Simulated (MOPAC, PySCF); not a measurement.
Acid–base and redox partners of C[GeH3]. Isolated molecules, 0 K electronic values unless said otherwise. Strings in code marks are SMILES.

Quantity: vertical ionisation energy (energy after one electron is removed minus that of the parent at the parent's geometry), in eV.

Level 1: PBE0-D3(BJ)/def2-TZVP (PySCF)
Level 2: B3LYP/6-31G* // PBE0-D3(BJ)/def2-TZVP (PySCF)
Level 3: minus the HOMO energy of B3LYP/6-31G* // PBE0-D3(BJ)/def2-TZVP (PySCF)
Level 4: minus the HOMO energy of PM6 // PBE0-D3(BJ)/def2-TZVP (MOPAC)

```
species        level 1  level 2  level 3  level 4
-------------  -------  -------  -------  -------
`[CH3][GeH3]`    11.19    11.15     8.53    11.26
```
